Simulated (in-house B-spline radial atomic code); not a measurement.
Ionising I+ with different functionals

Computed with a B-spline radial code for spherical atoms: four-component Dirac-Coulomb Hamiltonian, Fermi nucleus of rms radius 4.75 fm, spin-restricted, spherical fractional occupations for the functionals, and exact exchange of hybrids averaged over the configuration. The ionisation energy is the difference of two self-consistent energies, [Kr] 4d10 5s2 5p4 → [Kr] 4d10 5s2 5p3, without Breit or QED terms; ε is the level of the shell that loses the electron (mean over j). The electron is taken from both j subshells in proportion to 2j + 1, so the result is a j average, not the step between ground levels.

```tsv
method	rung	ΔSCF (eV)	-ε(5p) (eV)
BHandHLYP	global hybrid	19.79	17.78
B97-1	global hybrid	19.81	16.37
LC-wPBE	range-separated hybrid	19.98	19.46
wB97X	range-separated hybrid	19.76	18.97
```

Among the functionals, which spreads more, the ΔSCF values or the orbital energies?

The orbital energies: ΔSCF values span about 0.22 eV and the orbital energies 3.10 eV; here energy differences depend much less on the functional than eigenvalues do.

How do they compare with the NIST value?

NIST lists 19.131 eV (measured, ground level to ground level). Errors run from +0.63 to +0.85 eV. The correlated functionals all miss on the same side by more than they spread, so the cause is common to them (Breit-QED terms, spin polarisation, the choice among j levels, multiplet and fine-structure energies, or a listed next ion that isn't the cheapest removal here) and closeness doesn't rank the functionals.
